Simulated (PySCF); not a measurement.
Species: `C=C1[SiH2]N(C)C[C@@H]1CN`. The columns A, B, C and D hold Mulliken, IAO, Hirshfeld and ESP-fitted charges (e) of one PBE0/pcSseg-1 density (PySCF), in a shuffled order. Coordinates in Å (GFN2-xTB); the density's dipole moment is (-0.64, -0.50, 0.57) D.

```
atom       x       y       z       A       B       C       D
  C1   1.068   2.390  -0.008  -0.096  -0.310  -0.060  -0.530
  C2   0.364   1.269   0.014  -0.081  -0.254  -0.510  -0.008
 Si3  -1.281   0.940   0.860  +0.355  +0.861  +0.819  +0.563
  N4  -1.487  -0.513  -0.028  -0.174  -0.513  -0.813  -0.146
  C5  -2.681  -1.300  -0.116  -0.069  -0.296  -0.035  -0.441
  C6  -0.536  -0.699  -1.104  -0.023  -0.141  +0.110  -0.253
  C7   0.762   0.017  -0.720  -0.029  -0.113  -0.282  -0.120
  C8   1.600  -0.867   0.217  -0.027  -0.134  +0.023  +0.268
  N9   2.896  -0.258   0.466  -0.247  -0.583  -0.457  -0.993
 H10   1.976   2.494  -0.583  +0.047  +0.145  +0.114  +0.210
 H11   0.758   3.257   0.552  +0.043  +0.143  +0.106  +0.192
 H12  -1.250   0.633   2.296  -0.088  -0.147  -0.104  -0.144
 H13  -2.246   2.022   0.612  -0.089  -0.152  -0.111  -0.144
 H14  -3.261  -1.064  -1.018  +0.033  +0.119  +0.096  +0.140
 H15  -2.436  -2.367  -0.143  +0.038  +0.132  +0.103  +0.140
 H16  -3.301  -1.104   0.754  +0.046  +0.141  +0.109  +0.154
 H17  -0.364  -1.772  -1.254  +0.037  +0.124  +0.100  +0.112
 H18  -0.929  -0.291  -2.048  +0.027  +0.112  +0.110  +0.110
 H19   1.366   0.239  -1.604  +0.042  +0.144  +0.113  +0.132
 H20   1.015  -1.044   1.136  +0.022  +0.107  +0.113  -0.047
 H21   1.783  -1.834  -0.262  +0.038  +0.134  +0.117  +0.062
 H22   2.767   0.677   0.842  +0.089  +0.238  +0.171  +0.364
 H23   3.413  -0.800   1.149  +0.109  +0.243  +0.167  +0.378
```

Task: Which column most likely holds the ESP-fitted charges?

Result: D. Σ q r misses the density's dipole by 0.02 D (D), 0.54 D (A), 0.84 D (B), 1.42 D (C). Charges fitted to the outside potential are the only set here that is tied to the molecule's multipoles.

Task: And the Hirshfeld charges?

Result: A. The mean sizes are 0.080 e (A), 0.206 e (C), 0.230 e (B), 0.246 e (D), and Hirshfeld charges are commonly the smallest of these schemes.

As computed, A = Hirshfeld, B = IAO, C = Mulliken, D = ESP-fitted. Hydrogens on carbon: Hirshfeld +0.02 to +0.05, IAO +0.11 to +0.15, Mulliken +0.10 to +0.12, ESP-fitted -0.05 to +0.21 e.

The Hirshfeld scheme weights the molecular density at each point by an atom's share of the summed free-atom densities. The IAO scheme projects the occupied orbitals on a minimal set of polarised atomic orbitals and counts the electrons in each atom's part of it.

Geometry: GFN2-xTB, one conformer, isolated molecule.

These values come from a run that also computed NMR shieldings. The run took 81 s of wall time on Arm Neoverse N1, one thread, shared host with 64 logical CPUs at a one-minute load of 53, and the process peaked at 1.1 GiB of memory.
